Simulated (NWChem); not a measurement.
System meant: H2TeS; SMILES S[TeH]

The following NWChem deck was run.

```
start job
memory heap 200 mb stack 900 mb global 1100 mb
geometry units angstroms noautoz
  Te     0.021414     0.574167     0.013518
  H     -1.641186     0.731300    -0.083764
  S      0.039432    -1.837961     0.069531
  H      0.117737    -2.032716    -1.266899
end
basis spherical
  * library def2-svp
end
dft
  xc b3lyp
  iterations 150
  mulliken
end
task dft energy
```

End of the output:

```
             Grid Information
             ----------------
          Grid used for XC integration:  medium
          Radial quadrature: Mura-Knowles
          Angular quadrature: Lebedev.
          Tag              B.-S. Rad. Rad. Pts. Rad. Cut. Ang. Pts.
          ---              ---------- --------- --------- ---------
          Te                  1.40      123           9.0       590
          H                   0.35       45          10.0       434
          S                   1.00       88           9.0       590
          Grid pruning is: on
          Number of quadrature shells:   301
          Spatial weights used:  Erf1

          Convergence Information
          -----------------------
          Convergence aids based upon iterative change in
          total energy or number of iterations.
          Levelshifting, if invoked, occurs when the
          HOMO/LUMO gap drops below (HL_TOL):  1.00D-02
          DIIS, if invoked, will attempt to extrapolate
          using up to (NFOCK): 10 stored Fock matrices.

                    Damping( 0%)  Levelshifting(0.5)       DIIS
                  --------------- ------------------- ---------------
          dE  on:    start            ASAP                start
          dE off:    2 iters        150 iters           150 iters

      Screening Tolerance Information
      -------------------------------
          Density screening/tol_rho:  1.00D-10
          AO Gaussian exp screening on grid/accAOfunc:  14
          CD Gaussian exp screening on grid/accCDfunc:  20
          XC Gaussian exp screening on grid/accXCfunc:  20
          Schwarz screening/accCoul:  1.00D-08

      Superposition of Atomic Density Guess
      -------------------------------------

      charge =      52.0 Te (Tellurium)

      symmetry species            s     p     d     f
      number of basis functions =10     7     6
      number of cont. functions = 4     4     2
      number of closed shells   = 5     3     2
      number of open shells     = 0     1     0
      open shell occupation     = 0     4     0
 ------------------------------------------------------------------------
 atomscf:atomd: error in atom scf                   0
 ------------------------------------------------------------------------
 ------------------------------------------------------------------------
  current input line :
    17: task dft energy
 ------------------------------------------------------------------------
 ------------------------------------------------------------------------
 This error has not yet been assigned to a category
 ------------------------------------------------------------------------
 For more information see the NWChem manual at https://nwchemgit.github.io

0:atomscf:atomd: error in atom scf:Received an Error in Communication
```

### Question
What is wrong, and how is it mended?

### Answer
The run crashed. Cause: the def2 basis of a heavy element holds valence functions alone and wants its effective core potential (without it all electrons must fit into that basis). This input runs:
```
start job
memory heap 200 mb stack 900 mb global 1100 mb
geometry units angstroms noautoz
  Te     0.021414     0.574167     0.013518
  H     -1.641186     0.731300    -0.083764
  S      0.039432    -1.837961     0.069531
  H      0.117737    -2.032716    -1.266899
end
basis spherical
  * library def2-svp
end
ecp
  Te library def2-ecp
end
dft
  xc b3lyp
  iterations 150
  mulliken
end
task dft energy
```
It converges to -667.39079 Ha (B3LYP/def2-SVP with def2 effective core potentials on Te).
